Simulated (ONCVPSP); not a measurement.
# Before and after: ONCV potential for cobalt

| Property | Result |
| --- | --- |
| Element | Co |
| Generator | ONCVPSP 4.0.1 |
| Type | optimised norm-conserving Vanderbilt (ONCV) |
| Functional | PBEsol |
| Relativity | fully relativistic |
| Frozen core | [Ne] |
| Valence charge | 17 |
| Reference configuration | 3s2 3p6 3d7 4s2 |
| Partial waves | 3s+4s: rc 1.40 bohr, ncon 4, nbas 8, qcut 11.4 1/bohr, 2 projectors; 3p: rc 1.20 bohr, ncon 4, nbas 8, qcut 12.1 1/bohr, 1 projector; 3d: rc 1.40 bohr, ncon 5, nbas 10, qcut 9.7 1/bohr, 3 projectors, debl 1.6 Ha |
| Local potential | polynomial inside 0.90 bohr (lpopt 4, dvloc0 -1 Ha) |
| Core correction | polynomial model core, fcfact 0.2 |

Open shells are filled in proportion to 2j + 1.

All-electron outer shells of the reference configuration (PBEsol, scalar-relativistic, ld1.x):

```tsv
shell	level (eV)	outermost node (bohr)	outermost maximum (bohr)
2p	-769.45	–	0.17
3s	-102.14	0.31	0.66
3p	-65.51	0.28	0.68
3d	-8.23	–	0.66
4s	-5.49	0.96	2.32
```

Change: p: rc 1.64.

Cutoffs: the cutoffs (Ha) at which the residual kinetic energy of the hardest occupied pseudo-wave falls to 1 and 0.1 mHa per electron; they do not see the model core or the augmentation charge, which bear on the density cutoff. Errors are all-electron minus pseudo energies relative to the spin-unpolarised reference configuration.

How do hardness, ghosts and transferability respond?

The potential gets neither clearly harder nor softer (46 Ha and 163 Ha → 46 Ha and 163 Ha); the d channel sets the loose cutoff, while the largest relative change is in p, which becomes softer; of the 4 tests that both files solve, the error grows in 1 and shrinks in 1 by more than 15 % and 0.3 meV (median size 5.9 → 8.9 meV); neither file shows a bound ghost.

| quantity | base | changed |
| --- | --- | --- |
| cutoff, loose | 46 Ha | 46 Ha |
| cutoff, tight | 163 Ha | 163 Ha |
| loose cutoff by channel | s 34 Ha, p 40 Ha, d 46 Ha | s 34 Ha, p 33 Ha, d 46 Ha |
| bound ghosts | none | none |
| GHOST(+) flags under 300 eV | none | none |
| error for 3s2 3p6 3d7 4s1, meV [ΔE 9.05 eV] | +1.2 | +1.2 |
| error for 3s2 3p6 3d7 4s0, meV [ΔE 25.74 eV] | +6.0 | +5.9 |
| error for 3s2 3p6 3d6 4s0, meV [ΔE 61.58 eV] | +15 | +12 |
| error for 3s2 3p6 3d7 4s0 4p2, meV [ΔE 9.02 eV] | +5.9 | -82 |
| s: phases at 1.42 bohr within 0.05 rad from the reference energy up to (Ha; the scan ends near 5) | to the end of the scan | to the end of the scan |
| d5/2: phases at 1.42 bohr within 0.05 rad from the reference energy up to (Ha; the scan ends near 5) | to the end of the scan | to the end of the scan |
| d3/2: phases at 1.42 bohr within 0.05 rad from the reference energy up to (Ha; the scan ends near 5) | to the end of the scan | to the end of the scan |
| rms error of d²Exc/dni dnj with the model core, mHa | 5.79 | 5.86 |

Base: These tests converged, but a pseudo level misses the all-electron one widely, so the file describes the atom poorly there or has found another state: 3s2 3p6 3d7 4s0 4p2: empty 4s by 13.2 eV. Changed file: These tests converged, but a pseudo level misses the all-electron one widely, so the file describes the atom poorly there or has found another state: 3s2 3p6 3d7 4s0 4p2: empty 4s by 13.2 eV.
